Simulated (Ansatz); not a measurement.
Total energies of GeH(OAc)3 (C6H10GeO6) from Ansatz at PBE0-D4/def2-TZVP, gas phase (1 Eh = 27.2114 eV = 2625.5 kJ/mol). The reference geometry is relaxed at PBE-D4/def2-SVP.

Cartesian coordinates in Å:
```
Ge -0.2506 -0.0496 -0.5971
H -0.8373 -0.1642 -1.9997
O 1.4207 0.7242 -0.4030
C 2.2759 0.0748 -1.2096
C 3.6785 0.6191 -1.1716
O 1.8977 -0.8679 -1.8997
H 4.3388 0.0109 -1.8130
H 4.0513 0.6244 -0.1285
H 3.6760 1.6718 -1.5182
O 0.0254 -1.6047 0.3700
C -1.1340 -2.2815 0.4090
C -1.0497 -3.5883 1.1507
O -2.1424 -1.8340 -0.1303
H -2.0411 -4.0715 1.1814
H -0.6744 -3.4128 2.1781
H -0.3175 -4.2522 0.6493
O -1.1826 0.9295 0.6691
C -1.4080 2.1532 0.1638
C -2.1830 3.0573 1.0841
O -1.0026 2.4564 -0.9550
H -2.2809 4.0606 0.6358
H -1.6739 3.1204 2.0658
H -3.1864 2.6241 1.2686
```

| state | geometry | energy (Eh) |
| --- | --- | --- |
| charge 0 singlet | reference | -2762.43040 |
| charge 1 doublet | reference | -2762.06955 |
| charge 1 doublet | relaxed at PBE-D4/def2-SVP | -2762.07464 |
| charge -1 doublet | reference | -2762.38352 |
| charge -1 doublet | relaxed at PBE-D4/def2-SVP | -2762.44575 |
| free Ge atom (triplet) | – | -2076.65516 |
| free H atom (doublet) | – | -0.50104 |
| free O atom (triplet) | – | -75.01860 |
| free C atom (triplet) | – | -37.80537 |

Single mean-field runs in def2-TZVP are fitted with def2-universal-jkfit.

(1) Work out the vertical ionisation energy to the doublet.

(2) Work out the vertical electron affinity, to the doublet.

(3) Give the fundamental gap IE − EA, the Mulliken electronegativity (IE + EA)/2 and the hardness (IE − EA)/2.

(4) How much does the charge 1 doublet relax, and what is the adiabatic ionisation energy?

(5) How much does the charge -1 doublet relax, and what is the adiabatic electron affinity?

(6) What is the binding energy per atom against free atoms?

(1) E(charge 1 doublet) − E(charge 0 singlet) = -2762.06955 − (-2762.43040) = 0.36085 Eh = 9.82 eV. For comparison, −ε of the highest occupied level is 8.25 eV at this level, 1.57 eV less.

(2) E(charge 0 singlet) − E(charge -1 doublet) = -2762.43040 − (-2762.38352) = -0.04688 Eh = -1.28 eV; negative, so the extra electron isn't bound. The basis lacks diffuse functions, which makes affinities too small.

(3) From the values in Eh: IE − EA = 0.36085 − (-0.04688) = 0.40773 Eh = 11.09 eV; (IE + EA)/2 = 4.27 eV; (IE − EA)/2 = 5.55 eV. The HOMO–LUMO gap of the same run is 8.09 eV, 3.00 eV smaller than the fundamental gap.

(4) Relaxation: -2762.06955 − (-2762.07464) = 0.00509 Eh = 0.14 eV. Adiabatic ionisation energy: 0.35576 Eh = 9.68 eV, without zero-point energy. 

(5) Relaxation: -2762.38352 − (-2762.44575) = 0.06223 Eh = 1.69 eV. Adiabatic electron affinity: 0.01535 Eh = 0.42 eV, without zero-point energy. 

(6) Atoms: 1 × (-2076.65516) + 10 × (-0.50104) + 6 × (-75.01860) + 6 × (-37.80537) = -2758.60938 Eh. Binding: -2758.60938 − (-2762.43040) = 3.82102 Eh = 103.98 eV, or 4.52 eV for each of 23 atoms (no zero-point energy, no counterpoise term).

At PBE0-D4/def2-TZVP the highest occupied level of the charge -1 doublet lies above zero (up to 2.74 eV). By energy differences it is unbound by 1.28 eV (vertical, to the charge 0 singlet, at PBE0-D4/def2-TZVP) and held by the finite basis.
